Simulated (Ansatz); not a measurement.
`C[SiH2][SiH2]O` → `C[SiH3]` + `O[SiH]` at 400 K and 1 bar (silylene formation by 1,1-elimination).

Computed with Ansatz on PBE0-D4/def2-TZVP structures; ΔE is electronic, products minus reactants. CCSD(T)/CBS is the MP2 limit (def2-TZVPP, def2-QZVPP) plus CCSD(T) − MP2 in def2-TZVPP, frozen cores. This one scheme is used for every species. Each species was taken in one conformer, which may not be the lowest.

```csv
species,CCSD(T)/CBS energy (Eh),H − E (kJ/mol),S (J/(mol·K))
`C[SiH2][SiH2]O`,-696.24339,259.5,399.1
`C[SiH3]`,-330.73916,180.9,277.1
`O[SiH]`,-365.43832,70.5,255.7
```

H − E and S are ideal-gas, rigid-rotor, harmonic terms from PBE0-D4/def2-TZVP, for one conformer and one mirror image of each species. 1 Eh = 2625.50 kJ/mol, R = 8.31446 J/(mol·K).

By hand: ΔE, ΔH, ΔS and ΔG.

ΔE = (-330.73916) + (-365.43832) − (-696.24339) = 0.06591 Eh = 173.0 kJ/mol. Δ(H − E) = 180.9 + 70.5 − 259.5 = -8.1, so ΔH = 164.9 kJ/mol. ΔS = 277.1 + 255.7 − 399.1 = 133.7 J/(mol·K). ΔG = 164.9 − 400 × (133.7)/1000 = 111.4 kJ/mol.

By hand: the equilibrium constant, and the temperature at which ΔG would vanish if ΔH and ΔS stayed fixed.

log₁₀ K = −ΔG/(RT ln 10) = -14.5. ΔG = 0 at ΔH/ΔS = 1233 K.

The number of gas molecules changes by +1, which sets the sign of ΔS. A doubt of 5 kJ/mol in ΔE shifts log₁₀ K by 0.7 here. Other conformers and mirror images would add mixing entropy, several J/(mol·K) or more a flexible species. Modes under 60 cm⁻¹, often nearly free rotors, make the harmonic entropy too high. These are equilibria of isolated gas molecules and say nothing of rates. Largest T1 diagnostic: 0.016 (customary marks: 0.02 for closed shells, 0.045 for open ones).
